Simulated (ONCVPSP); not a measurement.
## Before and after: ONCV potential for scandium

ONCVPSP 4.0.1 input, shortened (lines: element, Z, core and valence counts, functional; n l f; lmax; l rc ep ncon nbas qcut; lloc lpopt rc5 dvloc0; l nproj debl; icmod fcfact rcfact), PBE, scalar-relativistic:

```
  Sc 21.00    5    2        4      upf
    1    0    2.00
    2    0    2.00
    2    1    6.00
    3    0    2.00
    3    1    6.00
    3    2    1.00
    4    0    1.00
    2
    0    2.65    0.00    4    9    2.30
    1    2.60    0.14    4    7    3.80
    2    1.50    0.00    3    8   12.70
    4    5    1.25    1.00
    0    2    0.80
    1    2    0.80
    2    1    3.00
    1    0.35    0.00
```

In the p channel the program set the typed energies aside and used 0.050, 0.850 Ha.

Change: local potential polynomial inside 1.25 bohr (lpopt 5, dvloc0 2 Ha).

Cutoffs: the cutoffs (Ha) at which the residual kinetic energy of the hardest occupied pseudo-wave falls to 1 and 0.1 mHa per electron; they do not see the model core or the augmentation charge, which bear on the density cutoff. Errors are all-electron minus pseudo energies relative to the spin-unpolarised reference configuration.

Problem. Predict the effect on cutoff, ghosts and configuration errors.

Solution. The potential gets neither clearly harder nor softer (45 Ha and 53 Ha → 45 Ha and 53 Ha); both files keep a bound ghost (p, s); the errors of the 4 common tests hardly move.

```csv
quantity,base,changed
"cutoff, loose",45 Ha,45 Ha
"cutoff, tight",53 Ha,53 Ha
bound ghosts,"s, p","s, p"
GHOST(+) flags under 300 eV,p at 80.3 eV,none
"error for 3d1 4s2, meV [ΔE -6.90 eV]",+2.3,+2.1
"error for 3d1 4s0, meV [ΔE 12.77 eV]",+15,+15
"error for 3d1 4s1.5, meV [ΔE -4.14 eV]",+1.2,+1.1
"error for 3d2 4s1, meV [ΔE -5.23 eV]",-85,-85
s: phases at 2.69 bohr within 0.05 rad from the reference energy up to (Ha; the scan ends near 5),1.7,1.8
p: phases at 2.64 bohr within 0.05 rad from the reference energy up to (Ha; the scan ends near 5),2.4,3.1
d: phases at 1.52 bohr within 0.05 rad from the reference energy up to (Ha; the scan ends near 5),2.2,2.1
"rms error of d²Exc/dni dnj with the model core, mHa",14.70,14.70
```

 A true bound ghost makes a file unfit for plane-wave use even where its test errors are small: the radial tests pick states by their node count and pass the ghost by.
